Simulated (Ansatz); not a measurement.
Reaction (hydrogenolysis of the Si–B bond): `B[SiH2]BO` + H₂ → `OB[SiH3]` + BH₃

Calculated with Ansatz (gas phase, PBE0-D4/def2-TZVP geometries, no zero-point term in ΔE). CCSD(T)/CBS is the MP2 limit (def2-TZVPP, def2-QZVPP) plus CCSD(T) − MP2 in def2-TZVPP, frozen cores. This one scheme is used for every species. Functionals use def2-TZVPP. One conformer a species, not always the lowest.

`B[SiH2]BO`:

```xyz
10

B     0.815    1.566    0.652
Si    0.451   -0.396    0.654
B    -1.179   -0.616   -0.564
O    -1.091   -1.122   -1.811
H     1.560    2.058   -0.144
H     0.227    2.301    1.389
H     1.584   -1.198    0.097
H     0.113   -0.922    2.007
H    -2.278   -0.287   -0.212
H    -0.203   -1.386   -2.068
```

H₂:

```xyz
2

H     0.001    0.293    0.232
H    -0.001   -0.293   -0.232
```

`OB[SiH3]`:

Cartesian coordinates in Å:
```
O -0.325 -1.522 0.969
B -0.346 -0.187 0.765
Si 0.405 0.569 -0.958
H -0.702 -1.790 1.812
H -0.814 0.529 1.615
H 1.501 1.532 -0.647
H -0.657 1.336 -1.673
H 0.939 -0.467 -1.884
```

BH₃:

Cartesian coordinates in Å:
```
B 0.000 0.000 0.000
H 0.105 1.026 0.600
H 0.773 -0.888 0.197
H -0.878 -0.139 -0.797
```

Task: Is it downhill or uphill in electronic energy at CCSD(T)/CBS, and by how much? (An estimate is asked.)

Result: The calculation gave: Downhill: ΔE = -7.1 kcal/mol.

Task: What do these levels give: LDA (SPW92), r2SCAN-D4, PBE0-D4, revPBE, r2SCAN, BHLYP, CAM-B3LYP, CCSD(T)/def2-TZVPP, HF/def2-QZVPP, MP2/def2-QZVPP, SCS-MP2/def2-QZVPP, HF/CBS(def2)? (Best estimate.)

Result: The calculation gave: LDA (SPW92) -2.1, r2SCAN-D4 -4.4, PBE0-D4 -5.1, revPBE -4.2, r2SCAN -4.6, BHLYP -11.2, CAM-B3LYP -9.8, CCSD(T)/def2-TZVPP -7.7, HF/def2-QZVPP -15.6, MP2/def2-QZVPP -7.7, SCS-MP2/def2-QZVPP -9.4, HF/CBS(def2) -15.6 kcal/mol.

Task: What do rigid-rotor, harmonic-oscillator terms from PBE0-D4/def2-TZVP frequencies (298.15 K, 1 bar) make of the CCSD(T)/CBS value? (Estimate.)

Result: Computed: ΔZPE = +2.2 kcal/mol, ΔH = -5.6 kcal/mol, ΔS = 17 J/(mol·K), ΔG = -6.9 kcal/mol. Modes under 50 cm⁻¹ make the entropy rough.

Largest T1 diagnostic among the species: 0.016.

From r2SCAN to r2SCAN0 (25 % exact exchange), in def2-TZVPP and without D4, ΔE moves by −1.9 kcal/mol. The D4 term adds +1.6 kcal/mol with B3LYP and +0.9 kcal/mol with PBE0; it sums over pairs of atoms, weighted by their polarisabilities, and B3LYP, whose exchange is more repulsive, gets the larger term. In def2-TZVPP, CCSD(T) changes the Hartree–Fock value by +7.8 kcal/mol (the triples alone add +1.4 kcal/mol) and MP2 by +7.4 kcal/mol.

B3LYP here is the variant with VWN-RPA as its local correlation; programs differ in this.
